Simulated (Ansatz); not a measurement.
**Abstraction of H: C2H6S2 + C2H6Sb → C2H5S2 + C2H7Sb**

Species: C2H6S2 (dimethyl disulfide) `CSSC`, singlet; C2H6Sb `C[CH2][SbH]`, doublet; C2H5S2 `[CH2]SSC`, doublet; C2H7Sb `C[CH2][SbH2]`, singlet. A radical takes H: the energy is the difference in strength between the C–H bond broken and the Sb–H bond made.

Shapes, held fixed at every level: PBE0-D4/def2-TZVP. Flexible molecules stand in one conformer, not always the lowest. Programs: Ansatz 0.2.0. The zero-point and thermal change to 298 K, harmonic and unscaled (PBE0-D4/def2-TZVP), is -15.1 kJ/mol.

```json
{"level": "MP2/def2-SVP", "kind": "perturbation theory", "ΔH(298 K) (kJ/mol)": "+138.6", "less CCSD(T)/def2-TZVPP": "+22.8"}
{"level": "SPW92/def2-TZVPP", "kind": "LDA", "ΔH(298 K) (kJ/mol)": "+103.9", "less CCSD(T)/def2-TZVPP": "-11.9"}
{"level": "PBE-D4/def2-TZVPP", "kind": "GGA", "ΔH(298 K) (kJ/mol)": "+106.3", "less CCSD(T)/def2-TZVPP": "-9.5"}
{"level": "B3LYP-D4/def2-TZVPP", "kind": "global hybrid", "ΔH(298 K) (kJ/mol)": "+109.0", "less CCSD(T)/def2-TZVPP": "-6.8"}
{"level": "CCSD(T)/def2-SVP", "kind": "coupled cluster or CI", "ΔH(298 K) (kJ/mol)": "+127.5", "less CCSD(T)/def2-TZVPP": "+11.7"}
{"level": "CCSD/def2-SVP", "kind": "coupled cluster or CI", "ΔH(298 K) (kJ/mol)": "+128.7", "less CCSD(T)/def2-TZVPP": "+12.9"}
{"level": "CCSD(T)/def2-TZVPP", "kind": "coupled cluster or CI", "ΔH(298 K) (kJ/mol)": "+115.8", "less CCSD(T)/def2-TZVPP": "0.0"}
```

The highest level, CCSD(T)/def2-TZVPP, gives ΔH(298 K) = +115.8 kJ/mol; the levels span +103.9 to +138.6. The column of differences is taken from that level and isn't an error. No measured value is set beside it here. Open shells run unrestricted. For atoms past krypton def2 sets carry core potentials with scalar relativity. Outer-core shells of Sb are correlated in most correlated rows, in sets that cover them unevenly.
